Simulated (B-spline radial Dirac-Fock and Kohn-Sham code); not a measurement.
# Binding energies of Hg⁶⁸⁺ at several levels of theory

System: mercury as Hg⁶⁸⁺ in the configuration 1s2 2s2 2p6 3s2.

The density-functional columns are spherical, spin-unpolarised Dirac-Kohn-Sham results without Breit or QED terms: −ε is minus the orbital energy of the initial state and ΔSCF the difference of two total energies. The reference in the last column comes from relaxed Dirac-Fock hole states (ΔSCF) with Breit and QED corrections and a finite nucleus. All numbers are from a radial atomic solver, in eV; a selection of levels is shown. For the 1s level of heavy atoms much of the gap between ΔSCF and the reference is the Breit and QED part, -445.9 eV here; for other levels the error of the functional can be larger.

| level | LDA −ε | LDA ΔSCF | Dirac-Fock |
| --- | --- | --- | --- |
| K | 89109.1 | 89794.3 | 89352.7 |
| L1 | 20529.4 | 20699.2 | 20728.5 |
| L2 | 20033.0 | 20241.0 | 20161.8 |
| L3 | 18026.2 | 18207.3 | 18174.0 |
| M1 | 8429.5 | 8497.3 | 8467.3 |

For the outermost level NIST gives 8470 ± 50 eV (theoretical); the differences from it are LDA −ε -40.47, LDA ΔSCF +27.30, Dirac-Fock -2.66 eV.

Values without a named source are computed, but for edge energies of neutral atoms, which are taken from tables.
